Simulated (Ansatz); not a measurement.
C2H5BO3, SMILES OB1COCO1.

Geometry optimised at PBE-D3(BJ)/def2-SVP. This is a generated structure with no PubChem entry under its InChIKey; it may be hypothetical. The values are those of a single conformer.

Two levels are set side by side: PBE/def2-TZVPD (Ansatz, an electronic-structure program) and CAM-B3LYP/def2-TZVPD (Ansatz). Energy differences of separate SCF runs at the same geometry; the states with an electron removed or added have multiplicity 2 and 2. Differences are taken from unrounded values.

```
quantity                           CAM-B3LYP   PBE  PBE minus CAM-B3LYP
---------------------------------  ---------  ----  -------------------
vertical ionisation energy (eV)        10.13  9.54                -0.59
vertical singlet–triplet gap (eV)       6.96  6.10                -0.86
```
